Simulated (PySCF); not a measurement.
Polarisability and C₆ of Sc⁺ (scandium, charge +1)

[Ar] 3d1 4s1, high-spin 3D determinant. Calculation: PySCF 2.14, in def2-QZVPPD; the non-relativistic Hamiltonian (point nucleus). Coupled (time-dependent) response in atomic units; α is the mean over directions.

```
method  mean α (bohr³)         α xx, yy, zz  C₆ (like pair)  S(−4)
   UHF           78.25  76.78, 76.78, 81.18           581.1   5688
   PBE           60.16  59.20, 59.20, 62.08           408.9   3195
  PBE0           64.55  63.20, 63.20, 67.25           448.1   3746
```

S(−4) is the Cauchy moment in α(ω) = α(0) + S(−4) ω² + …

α(iu) at PBE:

```tsv
u (hartree)	α(iu) (bohr³)
0	60.16
0.0500	53.18
0.100	39.88
0.200	21.22
0.300	13.02
0.500	6.943
0.750	4.339
1.00	3.129
1.50	1.920
2.00	1.304
3.00	0.7092
5.00	0.3032
```

A single London oscillator, α(iu) = α/(1 + u²/ω²), gives C₆ = (3/4) ω α². Matching the computed C₆ needs ω = 4 × 408.9 / (3 × 60.16²) = 0.151 hartree.

For an ion, C₆ is the dispersion term alone; charge-induced terms of lower order in 1/R come first.

The components differ because the open shell of this determinant is not spherical; for a pure term their mean is the scalar polarisability.
